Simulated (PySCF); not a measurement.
C2H4Cl6GeSi, SMILES Cl[Si](C[CH2][Ge]([Cl])([Cl])[Cl])(Cl)Cl at its CAM-B3LYP/def2-SVP optimised geometry (Å):

```
14

Si    -2.7348    -2.1555    -2.9934
Cl    -2.1276    -1.2724    -4.7443
Cl    -4.7788    -2.1061    -2.8901
Cl    -2.1083    -4.1103    -2.9990
C     -1.9983    -1.2570    -1.5398
C     -0.4685    -1.2438    -1.5320
Ge     0.2528    -0.2996     0.0000
Cl     2.3929    -0.2996     0.0000
Cl    -0.4269     1.7359     0.0000
Cl    -0.4254    -1.2117     1.8202
H     -2.3929    -1.7359    -0.6282
H     -2.4014    -0.2308    -1.5536
H     -0.0540    -2.2632    -1.5013
H     -0.0624    -0.7505    -2.4284
```

Level of theory: CAM-B3LYP/def2-TZVP run with PySCF. Cells within 0.4 Å of a nucleus heavier than hydrogen are left out (blank, or x).

Map of the Laplacian of the electron density (e/bohr⁵), clipped to [-1.50, 1.50] on the plane z = 0.0 Å:

```
|333333333333333333333333333|
|333333333333333333333333333|
|333333333333333333333333333|
|333333333333333333333333333|
|333333333333333333333333333|
|333333333333333333333333333|
|333333333332123333333333333|
|333333333319x33333333333333|
|33333333330xx92333333333333|
|333333333319x53333333333333|
|333333333331023333333333333|
|333333333333333333333333333|
|333333333333499833310133333|
|3333333333339xx95319x923333|
|3333333333349xx9730xxx23333|
|33333333333399994329x433333|
|333333333333489533321333333|
|333333333333333333333333333|
|333333333333333333333333333|
|333333333333333333333333333|
|333333333333333333333333333|
|333333333333333333333333333|
|333333333333333333333333333|
|333333333333333333333333333|
|333333333333333333333333333|
|333333333333333333333333333|
|333333333333333333333333333|
```
Scale: ten equal steps from -0.682 (start of '0') to 1.50 (end of '9'), in the order '0123456789'; x runs from -4.50 to 4.50, y from -4.50 (bottom) to 4.50 (top).
